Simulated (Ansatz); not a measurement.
C₃H₄BF, SMILES `C=C1BC1F` at its PBE0-D4/def2-TZVP geometry, where that method's forces vanish. The species carries charge 0 and has multiplicity 1.

```tsv
atom	x (Å)	y (Å)	z (Å)
C1	0.747	-1.137	0.750
C2	0.014	-0.407	-0.085
B3	-1.297	0.313	-0.172
C4	0.007	0.894	-0.774
F5	0.711	1.988	-0.330
H6	0.332	-2.013	1.239
H7	1.778	-0.882	0.985
H8	-2.394	0.455	0.247
H9	0.101	0.788	-1.859
```

**Question.** For each bond, give half the difference of the two atoms' forces along it (eV/Å; positive pushes the atoms apart) under PBE-D4, r2SCAN-D4, B3LYP-D4, ωB97M-V in def2-TZVPP. (Estimate.)

**Answer.** The calculation gave: 
```
 bond  length (Å)  PBE-D4  r2SCAN-D4  B3LYP-D4  ωB97M-V
C1–C2       1.329    0.38       0.20      0.06    -0.19
C1–H6       1.086    0.00      -0.07     -0.07    -0.03
C1–H7       1.088    0.03      -0.06     -0.08    -0.05
C2–B3       1.498   -0.02      -0.01      0.04     0.23
C2–C4       1.473   -0.20      -0.16      0.00     0.25
B3–C4       1.550   -0.06      -0.08      0.01     0.13
B3–H8       1.183   -0.01      -0.06     -0.15    -0.22
C4–F5       1.374    0.54       0.40      0.43     0.22
C4–H9       1.094    0.10      -0.05     -0.20    -0.24
```

B3LYP here is the variant with VWN-RPA as its local correlation; programs differ in this.

All numbers were calculated with Ansatz.
